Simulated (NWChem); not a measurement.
System: CH₇NOSi; SMILES C[Si@H](N)O

```xyz
11

C     -0.4895     1.6578    -0.2085
Si    -0.0420    -0.0674     0.3618
N      1.5555    -0.3848    -0.2207
O     -1.0836    -1.2421    -0.2065
H     -0.3727     1.7669    -1.2987
H      0.1439     2.4163     0.2795
H     -1.5366     1.8846     0.0447
H     -0.2112    -0.1766     1.8407
H      2.0770    -1.1950     0.0944
H      2.1787     0.3839    -0.4383
H     -0.9731    -1.4531    -1.1388
```
Atoms are numbered in this order, from 1.

All runs: NWChem. Structure relaxed at the PBE0/def2-SVP level. Level MN15/def2-SVP: energy and gradient on several grids; changes count from the extra-fine grid, which is no exact limit either.

| grid | size of the energy change (μHa) | largest change of a gradient component (μHa/bohr) | time, medium = 1 (rough) |
|---|---|---|---|
| xcoarse | 30000 | 3000 | about 1 |
| coarse | 500 | 400 | about 1 |
| medium | < 10 | 100 | about 1 |
| fine | < 10 | < 30 | about 1 |
| xfine | < 10 | < 30 | 3 |
